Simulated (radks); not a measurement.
Spherical quantum dot in the effective-mass picture: electrons in a well V = -V0 / (1 + exp((r - R)/a)) with V0 = 4.58, R = 6.02, a = 0.46, all in effective atomic units (hartree* = m*/eps^2 hartree, bohr* = eps/m* bohr), one dielectric constant everywhere. Method: non-relativistic Kohn-Sham, exchange-only LDA, spin-polarised, spherical densities; computed with a radial shooting solver with Libxc functionals. Levels are named by radial order and angular momentum (1s, 1p, 1d, 2s, ...), and open shells are averaged over m. Results are scaled to m* = 0.544 and eps = 7.6, for which hartree* = 256.3 meV and bohr* = 0.7393 nm.

N = 9, configuration 1s2 1p6 1d(up 1, down 0). This is the lowest configuration that the search found. Occupied and some empty levels:

level,occupation,eigenvalue (meV),<r> (nm)
1s up,1,-612.56,2.688
1s down,1,-608.33,2.673
1p up,3,-588.64,2.865
1p down,3,-584.04,2.859
1d up,1,-550.20,3.012
1d down,0,-545.40,3.010
1f up,0,-499.87,3.137
1f down,0,-494.98,3.137
2s up,0,-486.20,2.105
2s down,0,-484.14,2.104
2p up,0,-424.51,2.457
2p down,0,-421.76,2.454

Energy (meV): total -7605.00, kinetic 568.86, external -10209, Hartree 2456.3, exchange-correlation -421.20.
